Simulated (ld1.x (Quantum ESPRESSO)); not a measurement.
**Which change was made? (Cr, TM)**

| Item | Value |
| --- | --- |
| Element | Cr (Z = 24) |
| Generator | ld1.x (Quantum ESPRESSO) 7.5 |
| Type | norm-conserving Troullier–Martins (Kleinman–Bylander form) |
| Functional | LDA (PZ) |
| Relativity | scalar-relativistic |
| Frozen core | [Ar] |
| Valence charge | 6 |
| Reference configuration | 3d6 4s0 4p0 |
| Partial waves | 4s (bound, empty): rc 2.70 bohr; 4p (bound, empty): rc 3.30 bohr; 3d (bound): rc 2.25 bohr |
| Local potential | all-electron potential smoothed inside 1.70 bohr (lloc = -1) |
| Core correction | none |

Cutoffs, loose and tight: the cutoffs (Ry, on a coarse ladder) from which the occupation-weighted sum of valence levels, in a spherical-Bessel basis at the reference potential, stays within 10 and 1 mRy of its value at 400 Ry. They do not see the model core or the augmentation charge, which bear on the density cutoff. Test errors are all-electron minus pseudo excitation energies from the reference, over the configurations 3d5 4s1 4p0; 3d5 4s0 4p0; 3d4 4s0 4p0; 3d4 4s1 4p1; 3d3 4s0 4p0; 3d4 4s2 4p0; 3d4 4s1 4p0 (two spin-polarised tests are not counted in the largest error); variants that change the core or the reference have their own tests. The largest error is taken over the tests solved by every variant that gives reliable tests at all, those not shown here included: 3d3 4s0 4p0; 3d4 4s0 4p0; 3d5 4s0 4p0.

The base gives: outcome: generated; cutoff, loose: 50 Ry; cutoff, tight: 70 Ry; bound ghosts: s; largest test error (meV): -36.

Question: After one change the result is: outcome: generated; cutoff, loose: 60 Ry; cutoff, tight: 80 Ry; bound ghosts: s; largest test error (meV): -244. Which change was it?
A. all radii scaled by about 1.16 (s 3.12, p 3.82, d 2.60 bohr); local potential all-electron potential smoothed inside 1.96 bohr (lloc = -1)
B. all radii scaled by about 1.39 (s 3.74, p 4.58, d 3.12 bohr); local potential all-electron potential smoothed inside 2.36 bohr (lloc = -1)
C. all radii scaled by about 0.79 (s 2.14, p 2.60, d 1.78 bohr); local potential all-electron potential smoothed inside 1.34 bohr (lloc = -1)
D. all radii scaled by about 0.90 (s 2.42, p 2.96, d 2.02 bohr); local potential all-electron potential smoothed inside 1.52 bohr (lloc = -1)

Answer: D. The others give: all radii scaled by about 0.79 (s 2.14, p 2.60, d 1.78 bohr); local potential all-electron potential smoothed inside 1.34 bohr (lloc = -1) → outcome: generated; cutoff, loose: 70 Ry; cutoff, tight: 90 Ry; bound ghosts: s; largest test error (meV): -380 | all radii scaled by about 1.16 (s 3.12, p 3.82, d 2.60 bohr); local potential all-electron potential smoothed inside 1.96 bohr (lloc = -1) → outcome: generated; cutoff, loose: 40 Ry; cutoff, tight: 60 Ry; bound ghosts: none; largest test error (meV): +450 | all radii scaled by about 1.39 (s 3.74, p 4.58, d 3.12 bohr); local potential all-electron potential smoothed inside 2.36 bohr (lloc = -1) → outcome: generated; cutoff, loose: 30 Ry; cutoff, tight: 40 Ry; bound ghosts: none; largest test error (meV): +1685.
